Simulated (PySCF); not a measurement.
1-fluoro-1-methylcyclopropane (C₄H₇F), SMILES FC1(CC1)C. Coordinates come from a PBE0-D3(BJ)/def2-SVP optimisation.

The numbers are results of PBE0-D3(BJ)/def2-SVP in PySCF, not measurements.

Harmonic wavenumbers (cm⁻¹): 228, 313, 342, 406, 464, 724, 768, 858, 931, 948, 966, 1026, 1068, 1078, 1134, 1175, 1314, 1354, 1415, 1421, 1447, 1466, 1524, 3062, 3153, 3156, 3156, 3175, 3253, 3262. Rotational constants (GHz): 6.722, 5.331, 4.003; symmetry number 1.

Question: Work out the zero-point energy and the ideal-gas rigid-rotor harmonic-oscillator thermochemistry at 298.15 K and 1 atm.

Answer: ZPE = ½ Σ hcν = ½ × 44588 cm⁻¹ = 266.70 kJ/mol. H − E(el) = 282.96 kJ/mol. Entropy in J/(mol K): translation 162.44, rotation 105.52, vibration 31.84, total 299.79. G − E(el) = 193.57 kJ/mol. Cp = 89.01 J/(mol K).
